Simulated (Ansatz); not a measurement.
Geometry optimisation, RHF/cc-pVDZ in Ansatz 0.2.0.

input.yaml

```yaml
crystal:
  periodic: [false, false, false]
  atoms:
    - { symbol: Al, position_ang: [0.228415, -0.084851, 0.336789] }
    - { symbol: H, position_ang: [1.000428, 0.365165, 1.584953] }
    - { symbol: F, position_ang: [1.59049, 0.339383, -0.527207] }
    - { symbol: O, position_ang: [-1.23004, -0.715302, -0.202983] }
    - { symbol: Si, position_ang: [-2.664178, -1.330117, -0.780419] }
    - { symbol: H, position_ang: [-2.999018, -2.56746, -0.032703] }
    - { symbol: H, position_ang: [-3.73818, -0.32514, -0.585225] }
    - { symbol: H, position_ang: [-2.529117, -1.641977, -2.224205] }
basis:
  gaussian: { orbitals: cc-pVDZ }
hamiltonian:
  xc: hf
relax:
  f_tol: 0.03
  max_steps: 50
```

Run as:

```bash
$ ansatz run input.yaml --threads 1 --pin off --max-ram 2048MiB --backend cpu --events-out ev --progress --plain --runs-dir out
```

Task: Where does it end, and by what steps?

Result: It converged. After 6 steps the energy has fallen by 0.656 eV; F3 moved furthest, 0.44 Å.

```
step  energy less start (eV)  largest force component (eV/Å)  accepted
   0                  0.0000                           1.758       yes
   1                 -0.4858                           1.098       yes
   2                 -0.6383                           0.635       yes
   3                 -0.6513                           0.348       yes
   4                 -0.6548                           0.192       yes
   5                 -0.6559                           0.043       yes
   6                 -0.6561                           0.008       yes
```

```xyz
8
Properties=species:S:1:pos:R:3
Al 0.316 -0.051 0.328
H 0.743 0.285 1.791
F 1.406 0.222 -0.914
O -1.200 -0.682 -0.071
Si -2.586 -1.295 -0.743
H -2.958 -2.552 -0.045
H -3.685 -0.308 -0.593
H -2.377 -1.580 -2.185
```

The run took 26 s on 1 thread of Arm Neoverse N1, with other jobs on the host, peak memory 0.15 GiB.
